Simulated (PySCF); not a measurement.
The dipole of `C=C(F)[SiH2][Si]([SiH3])([SiH3])[SiH3]` from its density and from atomic charges.

Coordinates (GFN2-xTB, Å) and charges (e) from the PBE0/pcSseg-1 density (PySCF):

```json
{"atom": "C1", "x": "3.357", "y": "1.036", "z": "0.657", "Mulliken": "-0.1919", "IAO": "-0.3556", "Hirshfeld": "-0.1197", "ESP-fitted": "-0.5550"}
{"atom": "C2", "x": "2.193", "y": "0.600", "z": "1.103", "Mulliken": "-0.0509", "IAO": "+0.0371", "Hirshfeld": "-0.0065", "ESP-fitted": "+0.1821"}
{"atom": "F3", "x": "1.497", "y": "1.404", "z": "1.962", "Mulliken": "-0.2928", "IAO": "-0.2861", "Hirshfeld": "-0.0894", "ESP-fitted": "-0.1760"}
{"atom": "Si4", "x": "1.258", "y": "-0.991", "z": "0.674", "Mulliken": "+0.4781", "IAO": "+0.4699", "Hirshfeld": "+0.2346", "ESP-fitted": "+0.2157"}
{"atom": "Si5", "x": "-0.783", "y": "-0.321", "z": "-0.282", "Mulliken": "-0.6626", "IAO": "-0.1456", "Hirshfeld": "+0.0306", "ESP-fitted": "-0.1075"}
{"atom": "Si6", "x": "-0.308", "y": "1.094", "z": "-2.096", "Mulliken": "+0.3113", "IAO": "+0.3202", "Hirshfeld": "+0.2092", "ESP-fitted": "+0.2113"}
{"atom": "Si7", "x": "-1.943", "y": "-2.227", "z": "-0.999", "Mulliken": "+0.3133", "IAO": "+0.3176", "Hirshfeld": "+0.2089", "ESP-fitted": "+0.2614"}
{"atom": "Si8", "x": "-2.035", "y": "0.857", "z": "1.323", "Mulliken": "+0.3250", "IAO": "+0.3301", "Hirshfeld": "+0.2126", "ESP-fitted": "+0.2270"}
{"atom": "H9", "x": "3.777", "y": "1.984", "z": "0.954", "Mulliken": "+0.1348", "IAO": "+0.1691", "Hirshfeld": "+0.0557", "ESP-fitted": "+0.2347"}
{"atom": "H10", "x": "3.927", "y": "0.431", "z": "-0.022", "Mulliken": "+0.1323", "IAO": "+0.1661", "Hirshfeld": "+0.0541", "ESP-fitted": "+0.2119"}
{"atom": "H11", "x": "1.150", "y": "-1.724", "z": "1.943", "Mulliken": "-0.0307", "IAO": "-0.0920", "Hirshfeld": "-0.0701", "ESP-fitted": "-0.0550"}
{"atom": "H12", "x": "2.197", "y": "-1.747", "z": "-0.163", "Mulliken": "-0.0512", "IAO": "-0.0971", "Hirshfeld": "-0.0682", "ESP-fitted": "-0.0564"}
{"atom": "H13", "x": "0.406", "y": "2.303", "z": "-1.681", "Mulliken": "-0.0381", "IAO": "-0.0887", "Hirshfeld": "-0.0716", "ESP-fitted": "-0.0532"}
{"atom": "H14", "x": "0.525", "y": "0.446", "z": "-3.112", "Mulliken": "-0.0508", "IAO": "-0.0950", "Hirshfeld": "-0.0739", "ESP-fitted": "-0.0694"}
{"atom": "H15", "x": "-1.526", "y": "1.537", "z": "-2.780", "Mulliken": "-0.0468", "IAO": "-0.0931", "Hirshfeld": "-0.0723", "ESP-fitted": "-0.0612"}
{"atom": "H16", "x": "-1.199", "y": "-3.005", "z": "-1.992", "Mulliken": "-0.0497", "IAO": "-0.0944", "Hirshfeld": "-0.0731", "ESP-fitted": "-0.0746"}
{"atom": "H17", "x": "-3.221", "y": "-1.879", "z": "-1.620", "Mulliken": "-0.0469", "IAO": "-0.0938", "Hirshfeld": "-0.0730", "ESP-fitted": "-0.0769"}
{"atom": "H18", "x": "-2.249", "y": "-3.147", "z": "0.098", "Mulliken": "-0.0483", "IAO": "-0.0937", "Hirshfeld": "-0.0725", "ESP-fitted": "-0.0732"}
{"atom": "H19", "x": "-3.361", "y": "1.198", "z": "0.794", "Mulliken": "-0.0517", "IAO": "-0.0978", "Hirshfeld": "-0.0746", "ESP-fitted": "-0.0691"}
{"atom": "H20", "x": "-1.409", "y": "2.111", "z": "1.731", "Mulliken": "-0.0333", "IAO": "-0.0840", "Hirshfeld": "-0.0692", "ESP-fitted": "-0.0492"}
{"atom": "H21", "x": "-2.262", "y": "0.057", "z": "2.529", "Mulliken": "-0.0493", "IAO": "-0.0932", "Hirshfeld": "-0.0716", "ESP-fitted": "-0.0675"}
```

Q: What dipole does each set of charges give (1 e·Å = 4.803 D), and what does the density give?

A: The full density gives (0.57, -0.65, -0.88) D, 1.23 D in size; dipole vectors point from the negative to the positive end.

| scheme | μx | μy | μz | size (D) | share of the full size (%) | angle to the full dipole (°) |
| --- | --- | --- | --- | --- | --- | --- |
| Mulliken | 0.58 | -2.12 | -1.97 | 2.95 | 239 | 19 |
| IAO | 0.43 | -2.12 | -1.81 | 2.82 | 228 | 23 |
| Hirshfeld | 0.24 | -0.67 | -0.49 | 0.87 | 70 | 20 |
| ESP-fitted | 0.56 | -0.66 | -0.89 | 1.24 | 100 | 1 |

Q: Which set comes closest?

A: Length of the difference vector: ESP-fitted 0.02 D, Hirshfeld 0.52 D, IAO 1.75 D, Mulliken 1.83 D. Closest: ESP-fitted. ESP charges are fitted to the potential around the molecule, whose slowest-falling term is the dipole's. 

Q: What is left for the Hirshfeld atoms' own dipoles?

A: The shares of the density sum to the whole, so what Σ q r misses lies in dipoles about the nuclei. The atomic dipoles sum to (0.57, -0.65, -0.88) − (0.24, -0.67, -0.49) = (0.33, 0.02, -0.39) D, 0.52 D in size.

Q: With the origin at the mean of the coordinates, (0.000, 0.001, -0.047) Å, which are the largest single terms, by size, of the Mulliken dipole along the direction of the full one?

A: Si8 -3.70, F3 +2.08, Si7 +1.43, Si4 +1.34, Si6 +1.12 D; all 21 atoms together +2.79 D. The single terms depend on the origin, their sum doesn't.

Q: Give the size of the full dipole in other units.

A: 1.23 D = 0.486 au = 0.257 e·Å = 4.12 × 10⁻³⁰ C·m.

One conformer (not necessarily the lowest) at the GFN2-xTB geometry, without solvent, vibrations or thermal averaging.

Shape of the structure used: `[CH2:1]=[C:2]([F:3])[SiH2:4][Si:5]([SiH3:6])([SiH3:7])[SiH3:8]`: C1–C2–Si4–Si5 -119°, C2–Si4–Si5–Si6 55°.
